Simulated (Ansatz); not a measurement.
Consider the substitution at a C–S bond: `CSC=S` + `[NH2][Sn][SH]` → `C[S][Sn][NH2]` + `S=CS`.

Computed with Ansatz on PBE0-D4/def2-TZVP structures; ΔE is electronic, products minus reactants. CBS: MP2 limit from def2 TZ/QZ plus the TZ coupled-cluster correction, frozen cores. Functionals use def2-TZVPP. B3LYP here is the variant with VWN-RPA as its local correlation; programs differ in this. HSE06 is defined as in plane-wave codes. def2 core potentials past Kr. For Sn outer-core shells are correlated without core-valence functions, which leaves a few kJ/mol of doubt a bond. Each species was taken in one conformer, which may not be the lowest.

`CSC=S`:

Cartesian coordinates in Å:
```
C -0.232 1.033 -0.655
S -0.496 -0.748 -0.692
C 0.261 -1.253 0.759
S 0.345 -2.784 1.271
H -0.711 1.480 0.216
H -0.696 1.432 -1.557
H 0.831 1.270 -0.671
H 0.699 -0.430 1.331
```

`[NH2][Sn][SH]`:

Z-matrix (Å, degrees):
```
N
Sn 1 2.010
H 1 1.008 2 122.9
H 1 1.008 2 125.5 3 -179.9
S 2 2.443 1 92.6 3 180.0
H 5 1.342 2 93.4 1 -180.0
```

`C[S][Sn][NH2]`:

Cartesian coordinates in Å:
```
C -0.791 0.036 -1.185
S 0.329 -1.385 -1.281
Sn 1.633 -1.366 0.776
N 0.787 0.276 1.584
H -1.383 0.045 -2.100
H -1.469 -0.052 -0.335
H -0.237 0.973 -1.123
H 0.059 0.844 1.180
H 1.071 0.629 2.485
```

`S=CS`:

Cartesian coordinates in Å:
```
S -1.317 -0.968 -0.574
C -0.476 0.247 0.072
S 1.225 0.386 0.294
H -0.970 1.147 0.446
H 1.538 -0.811 -0.237
```

Problem. Is it downhill or uphill in electronic energy at CCSD(T)/CBS, and by how much? (An estimate is asked.)

Solution. Computed: Uphill: ΔE = +0.19 eV.

Problem. What do these levels give: revPBE-D4, BLYP-D4, r2SCAN0-D4, CAM-B3LYP-D4, B3LYP, r2SCANh, HSE06, LC-ωPBE, CCSD/def2-SVP, HF/def2-TZVPP, MP2/def2-TZVPP, HF/CBS(def2)? (An estimate is asked.)

Solution. Computed: revPBE-D4 0.19, BLYP-D4 0.17, r2SCAN0-D4 0.23, CAM-B3LYP-D4 0.20, B3LYP 0.23, r2SCANh 0.23, HSE06 0.23, LC-ωPBE 0.23, CCSD/def2-SVP 0.12, HF/def2-TZVPP 0.24, MP2/def2-TZVPP 0.19, HF/CBS(def2) 0.25 eV.

Largest T1 diagnostic among the species: 0.018.

In def2-TZVPP, CCSD(T) changes the Hartree–Fock value by −0.06 eV (the triples alone add −0.01 eV) and MP2 by −0.05 eV. Leaving LDA and LC-ωPBE aside and taking each functional with its dispersion term where it has one, the values, not all of them listed here, spread over 0.05 eV, from BLYP-D4 to r2SCAN-D4. The D4 term adds −0.04 eV with B3LYP and −0.02 eV with PBE0; it sums over pairs of atoms, weighted by their polarisabilities, and B3LYP, whose exchange is more repulsive, gets the larger term.
